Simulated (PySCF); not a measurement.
Compound: C₅H₄O₂S.
Cartesian coordinates in Å at the PBE0-D3(BJ)/def2-SVP level; atoms count from 1:
```xyz
12
C5H4O2S angstrom
O      2.4641    1.0319    0.9237
C      2.6405   -0.0766    0.5220
O      1.7193   -0.8824   -0.0369
C      0.4233   -0.4996   -0.2164
C     -0.2470    0.6563    0.0889
C     -1.6149    0.5721   -0.3039
C     -1.9400   -0.6216   -0.8858
S     -0.5881   -1.6822   -0.9734
H      3.6014   -0.6276    0.5442
H      0.2214    1.5121    0.5669
H     -2.3332    1.3794   -0.1555
H     -2.9051   -0.9447   -1.2726
```

Level: wB97X-D/def2-SVPD in PySCF, non-relativistic, on one gas-phase PBE0-D3(BJ)/def2-SVP geometry that isn't relaxed in the solvent. The solvent is an IEF-PCM continuum (Bondi radii, 1.10 Å for H, scaled by 1.2), and excitations are vertical TDDFT with non-equilibrium linear response and a frozen core. Specific hydrogen bonds and non-electrostatic terms are outside this model.

Gas-phase singlets (H = HOMO, L = LUMO):

```json
{"state": "S1", "E (eV)": "5.282", "λ (nm)": "235", "f": "0.224", "leading configuration": "H→L 95%"}
{"state": "S2", "E (eV)": "5.746", "λ (nm)": "216", "f": "0.002", "leading configuration": "H-2→L 66%"}
{"state": "S3", "E (eV)": "5.896", "λ (nm)": "210", "f": "0.030", "leading configuration": "H→L+1 48%"}
{"state": "S4", "E (eV)": "5.898", "λ (nm)": "210", "f": "0.045", "leading configuration": "H-1→L 46%"}
{"state": "S5", "E (eV)": "6.345", "λ (nm)": "195", "f": "0.000", "leading configuration": "H-1→L+1 77%"}
```

How does the list change in benzene (ε = 2.271)?

```tsv
state	E (eV)	λ (nm)	f	leading configuration	change by rank (eV)
S1	5.199	238	0.288	H→L 95%	-0.083
S2	5.790	214	0.002	H-2→L 65%	+0.044
S3	5.852	212	0.120	H-1→L 78%	-0.044
S4	5.914	210	0.001	H→L+2 74%	+0.016
S5	6.366	195	0.000	H-1→L+2 71%	+0.021
```

How does the list change in chloroform (ε = 4.711)?

| state | E (eV) | λ (nm) | f | leading configuration | change by rank (eV) |
| --- | --- | --- | --- | --- | --- |
| S1 | 5.210 | 238 | 0.281 | H→L 95% | -0.072 |
| S2 | 5.822 | 213 | 0.002 | H-2→L 65% | +0.076 |
| S3 | 5.867 | 211 | 0.115 | H-1→L 78% | -0.029 |
| S4 | 5.931 | 209 | 0.001 | H→L+2 82% | +0.033 |
| S5 | 6.394 | 194 | 0.000 | H-1→L+2 78% | +0.049 |

The ground-state energy changes by -0.156 eV from gas to chloroform. By how much does the total energy of gas-phase S1 change?

E(S1) = E(S0) + excitation energy, so it changes by -0.156 − 0.072 = -0.228 eV: it is lowered more than the ground state, which is what a red shift means. This is the vertical state, with the slow part of the continuum still set for S0.

How do the frontier levels move from gas to chloroform?

| orbital | gas (eV) | solvent (eV) | change (eV) |
| --- | --- | --- | --- |
| LUMO+2 | 1.84 | 1.92 | +0.08 |
| LUMO+1 | 1.82 | 1.90 | +0.08 |
| LUMO | 0.68 | 0.73 | +0.05 |
| HOMO | -8.59 | -8.56 | +0.03 |
| HOMO-1 | -9.36 | -9.36 | 0.00 |
| HOMO-2 | -10.74 | -10.74 | 0.00 |
| HOMO-3 | -12.10 | -12.06 | +0.04 |

The HOMO–LUMO gap goes from 9.27 to 9.29 eV. Rows go by rank; for LUMO+1 and LUMO+2 the atom shares or the degeneracy differ between the runs, so the row needn't follow one orbital.

The pairwise dispersion term of wB97X-D wasn't added to the energies; at a given geometry it leaves orbitals and properties as they are.
